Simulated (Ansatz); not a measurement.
Computed with Ansatz on PBE0-D4/def2-TZVP structures; ΔE is electronic, products minus reactants. CCSD(T)/CBS adds triple-zeta CCSD(T) − MP2 to the extrapolated MP2 energy (def2 sets, frozen cores). This one scheme is used for every species. Functionals use def2-TZVPP. B3LYP here is the variant with VWN-RPA as its local correlation; programs differ in this. One conformer a species, not always the lowest.

`[SiH3]CC(Cl)Cl` → `Cl[C]Cl` + `C[SiH3]`  (formal loss of a carbene)

```csv
level,ΔE (kcal/mol),difference from CCSD(T)/CBS
PBE-D4,69.9,-2.9
PBE0-D4,75.4,2.6
B3LYP-D4,69.8,-3.0
ωB97M-V,72.4,-0.4
PBE0,72.7,-0.1
SCS-MP2/def2-TZVPP,75.4,2.6
HF/def2-QZVPP,65.3,-7.5
MP2/def2-QZVPP,79.6,6.8
MP2/CBS(def2),80.2,7.4
CCSD/CBS(def2),73.4,0.6
CCSD(T)/CBS,72.8,0
```

Largest T1 diagnostic among the species: 0.020, so the coupled-cluster value is less sure than usual.

In def2-TZVPP, CCSD(T) changes the Hartree–Fock value by +6.0 kcal/mol (the triples alone add −0.5 kcal/mol) and MP2 by +13.4 kcal/mol. From PBE to PBE0 (25 % exact exchange), in def2-TZVPP and without D4, ΔE moves by +5.8 kcal/mol. The D4 term adds +5.0 kcal/mol with B3LYP and +2.7 kcal/mol with PBE0; it sums over pairs of atoms, weighted by their polarisabilities, and B3LYP, whose exchange is more repulsive, gets the larger term.
